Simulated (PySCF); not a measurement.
# Fe⁺: interval between two levels

Fe⁺ [Ar] 3d6 4s1 [6D9/2, M_J = 9/2] → Fe⁺ [Ar] 3d7 [4F9/2, M_J = 9/2], as a difference of total energies. Computed with PySCF 2.14 in x2c-SVPall-2c with one added diffuse shell each of s, d type (6s5p4d1f, 48 functions), with the two-component X2C-1e Hamiltonian. Correlated levels: [Ne] frozen; the 6 highest virtual spinors dropped. "Screened" scales the spin-orbit matrix elements by Boettger's factors to mimic the two-electron term; Breit and QED terms are absent.

```csv
method,interval between two levels (cm⁻¹)
GHF (spin-free),15469
GMP2 (spin-free),2616.3
GHF (screened spin-orbit),15353
GMP2 (screened spin-orbit),2456.7
```

Errors of the correlated levels include the incompleteness of this basis and the frozen core.

The labels give the starting determinants; with spin-orbit coupling the two ends relaxed to ⟨J²⟩ = 24.76, ⟨L²⟩ = 6.01, ⟨S²⟩ = 8.75 and ⟨J²⟩ = 24.76, ⟨L²⟩ = 11.97, ⟨S²⟩ = 3.79.

For comparison: 1872.6 cm⁻¹ (measured; NIST Handbook of Basic Atomic Spectroscopic Data (Sansonetti and Martin, J. Phys. Chem. Ref. Data 34, 1559 (2005))).
